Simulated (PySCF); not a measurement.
**Potential energy of ErCl along the bond**

Set-up: basis Er x2c-SVPall, Cl x2c-SVPall; spin-free X2C with a Gaussian nucleus; PySCF 2.14. Energies in eV from Er (4f12 6s2) + Cl in their ground configurations at the same level. State: quartet, about 11.6 electrons in the 4f shell (Mulliken), real f orbitals that mix terms.

All columns are PBE0. A positive dipole means Er(−)Cl(+).

| R (Å) | E (eV) | μ (D) | Mulliken charge on Er (basis-dependent) | HOMO (eV) | LUMO (eV) | Mayer bond order | ⟨S²⟩ |
| --- | --- | --- | --- | --- | --- | --- | --- |
| 2.110 | -3.431 | -2.19 | 0.14 | -4.46 | -2.07 | 1.48 | 3.75 |
| 2.208 | -3.966 | -2.62 | 0.21 | -4.52 | -2.19 | 1.38 | 3.75 |
| 2.306 | -4.252 | -3.09 | 0.27 | -4.58 | -2.30 | 1.28 | 3.75 |
| 2.379 | -4.349 | -3.46 | 0.31 | -4.63 | -2.37 | 1.22 | 3.75 |
| 2.453 | -4.373 | -3.85 | 0.34 | -4.67 | -2.44 | 1.17 | 3.75 |
| 2.527 | -4.342 | -4.24 | 0.37 | -4.72 | -2.50 | 1.12 | 3.75 |
| 2.625 | -4.239 | -4.77 | 0.40 | -4.78 | -2.59 | 1.07 | 3.75 |
| 2.747 | -4.043 | -5.43 | 0.43 | -4.86 | -2.69 | 1.02 | 3.75 |
| 2.894 | -3.753 | -6.23 | 0.46 | -4.96 | -2.81 | 0.96 | 3.75 |
| 3.091 | -3.327 | -7.27 | 0.49 | -5.08 | -2.96 | 0.91 | 3.75 |

A fit through these points gives, at Re = 2.445 Å, μ = -3.80 D and dμ/dR = -5.25 D/Å; the reduced mass is 28.88 u.

Task: How strong is the fundamental in the double-harmonic approximation, I = 42.26·(dμ/dR)²/μred km/mol?

Result: I = 42.26·(-5.25)²/28.88 = 40.3 km/mol at PBE0.

These are scalar-relativistic numbers at best; spin–orbit coupling would shift them, the dissociation energy most. With d or f electrons several states lie close, and the lowest PBE0 determinant need not be the measured ground state.
